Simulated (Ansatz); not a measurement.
# Nudged elastic band run: CH4BIO2

Input file:

```yaml
crystal:
  periodic: [false, false, false]
  atoms:
    - { symbol: O, position_ang: [-1.059354, 0.422671, 1.077645] }
    - { symbol: B, position_ang: [0.064307, 0.181862, 0.346663] }
    - { symbol: O, position_ang: [1.236136, 0.863802, 0.475753] }
    - { symbol: C, position_ang: [0.010289, -0.983915, -0.712654] }
    - { symbol: I, position_ang: [-0.632876, -0.096005, -2.581428] }
    - { symbol: H, position_ang: [-1.007151, 1.16382, 1.687946] }
    - { symbol: H, position_ang: [1.225375, 1.593928, 1.101248] }
    - { symbol: H, position_ang: [-0.734047, -1.756207, -0.486096] }
    - { symbol: H, position_ang: [0.985821, -1.436256, -0.926177] }
basis:
  gaussian: { orbitals: def2-SVP }
hamiltonian:
  xc: pbe0
neb:
  order_check: false
  images: 7
  f_tol: 0.05
  max_iterations: 60
  final_atoms:
    - { symbol: O, position_ang: [-0.64812202, -0.1469747, 1.66727847] }
    - { symbol: B, position_ang: [-0.05663118, 0.24003928, 0.50860499] }
    - { symbol: O, position_ang: [0.53622189, 1.45565772, 0.43488685] }
    - { symbol: C, position_ang: [-0.12440817, -0.81206861, -0.6827394] }
    - { symbol: I, position_ang: [0.82434144, -0.13869534, -2.49725953] }
    - { symbol: H, position_ang: [-0.5716048, 0.53319972, 2.3464749] }
    - { symbol: H, position_ang: [0.92309191, 1.62425698, -0.43526507] }
    - { symbol: H, position_ang: [-1.16424528, -1.04687686, -0.9487709] }
    - { symbol: H, position_ang: [0.36985622, -1.75483819, -0.41031029] }
  initial_path:
    images:
      - { positions_ang: [[-1.059354, 0.422671, 1.077645], [0.064307, 0.181862, 0.346663], [1.236136, 0.863802, 0.475753], [0.010289, -0.983915, -0.712654], [-0.632876, -0.096005, -2.581428], [-1.007151, 1.16382, 1.687946], [1.225375, 1.593928, 1.101248], [-0.734047, -1.756207, -0.486096], [0.985821, -1.436256, -0.926177]] }
      - { positions_ang: [[-1.02320136, 0.34606632, 1.22717849], [0.05925495, 0.18962625, 0.41190002], [1.20078964, 0.94886367, 0.52245197], [0.02126264, -0.93829716, -0.68507583], [-0.54136959, -0.00850955, -2.54951415], [-1.17361025, 1.07172619, 1.60611537], [1.33626413, 1.45522386, 0.77674151], [-0.76034357, -1.68757855, -0.48196849], [0.9694534, -1.42342104, -0.8449289]] }
      - { positions_ang: [[-0.98704871, 0.26946164, 1.37671198], [0.0542029, 0.1973905, 0.47713705], [1.16544328, 1.03392535, 0.56915093], [0.03223628, -0.89267931, -0.65749766], [-0.44986318, 0.07898589, -2.51760031], [-1.34006949, 0.97963239, 1.52428475], [1.44715327, 1.31651973, 0.45223502], [-0.78664013, -1.6189501, -0.47784097], [0.95308579, -1.41058608, -0.76368079]] }
      - { positions_ang: [[-0.95089607, 0.19285695, 1.52624547], [0.04915085, 0.20515475, 0.54237407], [1.13009692, 1.11898702, 0.6158499], [0.04320991, -0.84706147, -0.62991949], [-0.35835677, 0.16648134, -2.48568646], [-1.50652874, 0.88753858, 1.44245412], [1.5580424, 1.17781559, 0.12772853], [-0.8129367, -1.55032165, -0.47371346], [0.93671819, -1.39775112, -0.68243269]] }
      - { positions_ang: [[-0.91474343, 0.11625227, 1.67577896], [0.0440988, 0.21291901, 0.6076111], [1.09475056, 1.20404869, 0.66254887], [0.05418355, -0.80144362, -0.60234132], [-0.26685035, 0.25397678, -2.45377262], [-1.67298799, 0.79544478, 1.36062349], [1.66893154, 1.03911146, -0.19677795], [-0.83923326, -1.48169321, -0.46958594], [0.92035058, -1.38491616, -0.60118458]] }
      - { positions_ang: [[-0.84808808, 0.05044553, 1.67365384], [0.01891631, 0.21969908, 0.58285957], [0.95511839, 1.26695095, 0.60563336], [0.00953562, -0.80409987, -0.62244084], [0.00594759, 0.15580875, -2.46464434], [-1.39764219, 0.72988351, 1.60708634], [1.48247163, 1.18539784, -0.25639973], [-0.92048627, -1.37298912, -0.58938218], [0.78272699, -1.47739666, -0.55346601]] }
      - { positions_ang: [[-0.78143273, -0.01536122, 1.67152871], [-0.00626619, 0.22647914, 0.55810804], [0.81548622, 1.32985321, 0.54871786], [-0.03511231, -0.80675611, -0.64254036], [0.27874554, 0.05764072, -2.47551607], [-1.12229639, 0.66432225, 1.85354919], [1.29601172, 1.33168422, -0.31602151], [-1.00173927, -1.26428503, -0.70917842], [0.6451034, -1.56987717, -0.50574744]] }
      - { positions_ang: [[-0.71477738, -0.08116796, 1.66940359], [-0.03144868, 0.23325921, 0.53335651], [0.67585406, 1.39275547, 0.49180235], [-0.07976024, -0.80941236, -0.66263988], [0.55154349, -0.04052731, -2.4863878], [-0.8469506, 0.59876098, 2.10001204], [1.10955181, 1.4779706, -0.37564329], [-1.08299227, -1.15558095, -0.82897466], [0.50747981, -1.66235768, -0.45802887]] }
      - { positions_ang: [[-0.64812202, -0.1469747, 1.66727847], [-0.05663118, 0.24003928, 0.50860499], [0.53622189, 1.45565772, 0.43488685], [-0.12440817, -0.81206861, -0.6827394], [0.82434144, -0.13869534, -2.49725953], [-0.5716048, 0.53319972, 2.3464749], [0.92309191, 1.62425698, -0.43526507], [-1.16424528, -1.04687686, -0.9487709], [0.36985622, -1.75483819, -0.41031029]] }
```

Launched with:

```bash
$ ansatz run input.yaml --threads 2 --pin off --max-ram 3072MiB --backend cpu --events-out ev --progress --plain --runs-dir out
```

Output, in part (warnings, iteration lines, the closing report on the highest movable image, with atoms numbered from 0):

```
NEB end point (image 0): max|allowed force component| = 5.276e-3 eV/Å (the criterion of neb.relax_end_points is 1.000e-2)
NEB end point (image 8): max|allowed force component| = 7.214e-3 eV/Å (the criterion of neb.relax_end_points is 1.000e-2)
NEB iter   1: max|band force component| = 2.287e2 eV/Å  barrier→ = 43.4548 eV  barrier← = 43.6439 eV  Δτ_max = 0.1979 Å  (248 SCF iters)
NEB iter   2: max|band force component| = 5.691e1 eV/Å  barrier→ = 10.0847 eV  barrier← = 10.2738 eV  Δτ_max = 0.2000 Å  (230 SCF iters)
NEB iter   3: max|band force component| = 3.512e1 eV/Å  barrier→ = 5.4127 eV  barrier← = 5.6018 eV  Δτ_max = 0.2000 Å  (216 SCF iters)
NEB iter   4: max|band force component| = 1.376e1 eV/Å  barrier→ = 1.9370 eV  barrier← = 2.1262 eV  Δτ_max = 0.1997 Å  (228 SCF iters)
NEB iter   5: max|band force component| = 7.007e0 eV/Å  barrier→ = 0.7910 eV  barrier← = 0.9801 eV  Δτ_max = 0.1537 Å  (211 SCF iters)
NEB iter   6: max|band force component| = 2.393e0 eV/Å  barrier→ = 0.3670 eV  barrier← = 0.5561 eV  Δτ_max = 0.2000 Å  (212 SCF iters)
NEB iter   7: max|band force component| = 2.593e0 eV/Å  barrier→ = 0.3349 eV  barrier← = 0.5240 eV  Δτ_max = 0.1005 Å  (215 SCF iters)
NEB iter   8: max|band force component| = 1.505e0 eV/Å  barrier→ = 0.2776 eV  barrier← = 0.4667 eV  Δτ_max = 0.1025 Å  (211 SCF iters)
NEB iter   9: max|band force component| = 1.005e0 eV/Å  barrier→ = 0.2770 eV  barrier← = 0.4662 eV  Δτ_max = 0.1006 Å  (214 SCF iters)
NEB iter  10: max|band force component| = 9.982e-1 eV/Å  barrier→ = 0.3453 eV  barrier← = 0.5344 eV  Δτ_max = 0.0996 Å  (217 SCF iters)
NEB iter  11: max|band force component| = 8.043e-1 eV/Å  barrier→ = 0.3040 eV  barrier← = 0.4931 eV  Δτ_max = 0.1997 Å  (214 SCF iters)
NEB iter  12: max|band force component| = 5.005e-1 eV/Å  barrier→ = 0.2976 eV  barrier← = 0.4867 eV  Δτ_max = 0.1996 Å  (207 SCF iters)
NEB iter  13: max|band force component| = 8.292e-1 eV/Å  barrier→ = 0.3317 eV  barrier← = 0.5208 eV  Δτ_max = 0.0999 Å  (211 SCF iters)
NEB iter  14: max|band force component| = 3.228e-1 eV/Å  barrier→ = 0.2623 eV  barrier← = 0.4514 eV  CI = image 2  Δτ_max = 0.0877 Å  (209 SCF iters)
NEB iter  15: max|band force component| = 2.278e-1 eV/Å  barrier→ = 0.2593 eV  barrier← = 0.4485 eV  CI = image 2  Δτ_max = 0.0516 Å  (204 SCF iters)
NEB iter  16: max|band force component| = 2.128e-1 eV/Å  barrier→ = 0.2540 eV  barrier← = 0.4432 eV  CI = image 2  Δτ_max = 0.0909 Å  (210 SCF iters)
NEB iter  17: max|band force component| = 1.296e-1 eV/Å  barrier→ = 0.2455 eV  barrier← = 0.4346 eV  CI = image 2  Δτ_max = 0.0572 Å  (202 SCF iters)
NEB iter  18: max|band force component| = 1.668e-1 eV/Å  barrier→ = 0.2422 eV  barrier← = 0.4314 eV  CI = image 2  Δτ_max = 0.0287 Å  (205 SCF iters)
NEB iter  19: max|band force component| = 8.865e-2 eV/Å  barrier→ = 0.2415 eV  barrier← = 0.4306 eV  CI = image 2  Δτ_max = 0.0199 Å  (193 SCF iters)
NEB iter  20: max|band force component| = 5.169e-2 eV/Å  barrier→ = 0.2412 eV  barrier← = 0.4303 eV  CI = image 2  Δτ_max = 0.0090 Å  (194 SCF iters)
NEB iter  21: max|band force component| = 3.401e-2 eV/Å  barrier→ = 0.2411 eV  barrier← = 0.4302 eV  CI = image 2  Δτ_max = 0.0000 Å  (369 SCF iters)
Total energy: -13965.63831566 eV, -513.2277418510 hartree
Atom 0 at    -1.120925     0.330352     1.180071 Å, force    -0.034121    -0.017322    -0.003213 eV/Å
Atom 1 at     0.008815     0.145200     0.453321 Å, force     0.024547     0.011765     0.000512 eV/Å
Atom 2 at     1.152966     0.870102     0.699799 Å, force    -0.004729    -0.013162    -0.001309 eV/Å
Atom 3 at    -0.015637    -0.991879    -0.641457 Å, force    -0.003874     0.011228     0.011960 eV/Å
Atom 4 at    -0.180893     0.060173    -2.532863 Å, force    -0.001386    -0.000387    -0.000621 eV/Å
Atom 5 at    -1.015094     1.025789     1.839122 Å, force     0.015489     0.008650     0.000518 eV/Å
Atom 6 at     1.220745     1.736911     0.294226 Å, force    -0.000276     0.004836    -0.002592 eV/Å
Atom 7 at    -0.881014    -1.662633    -0.595770 Å, force    -0.000317    -0.002435    -0.002949 eV/Å
Atom 8 at     0.919539    -1.560317    -0.713549 Å, force     0.004668    -0.003173    -0.002307 eV/Å
Dipole moment:     0.048310     0.283661     0.285323 e Å
```

The run converged. A vibrational analysis at the climbing image gives one clearly imaginary mode, 529i cm⁻¹: a first-order saddle point.

Final band (atoms are numbered from 1 in the order of the input):

| image | path coordinate (Å) | energy (kcal/mol) | dihedral C4–B2–O3–H7 (°) |
| --- | --- | --- | --- |
| 0 | 0.00 | 0.0 | 177 |
| 1 | 0.61 | 1.2 | 157 |
| 2 | 1.21 | 5.6 | 99 |
| 3 | 1.68 | 1.1 | 49 |
| 4 | 2.15 | -3.2 | 10 |
| 5 | 2.62 | -3.6 | 7 |
| 6 | 3.09 | -4.0 | 6 |
| 7 | 3.56 | -4.3 | 4 |
| 8 | 4.03 | -4.4 | 0 |

Time of the run: 6.2 min on 2 threads of Arm Neoverse V2 (shared host), peak memory 0.24 GiB.
